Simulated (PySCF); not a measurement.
C6H4O2, SMILES O=C1C=CC(=O)C=C1. Coordinates come from a PBE-D3(BJ)/def2-SVP optimisation.

Computed equilibrium geometry at PBE-D3(BJ)/def2-SVP (PySCF confirms it by a frequency run) as a Z-matrix, and its point group:
point group D2h.
```
C
C 1 1.3552
H 1 1.1013 2 122.77
H 2 1.1013 1 122.77 3 0.00
C 1 1.4892 3 115.72 2 180.00
O 5 1.2313 1 121.51 3 0.00
C 2 1.4892 4 115.72 1 180.00
O 7 1.2313 2 121.51 4 0.00
C 7 1.4892 8 121.51 2 180.00
C 9 1.3552 7 121.51 8 180.00
H 9 1.1013 10 122.77 5 180.00
H 10 1.1013 9 122.77 11 0.00
```
Charge 0, spin multiplicity 1.
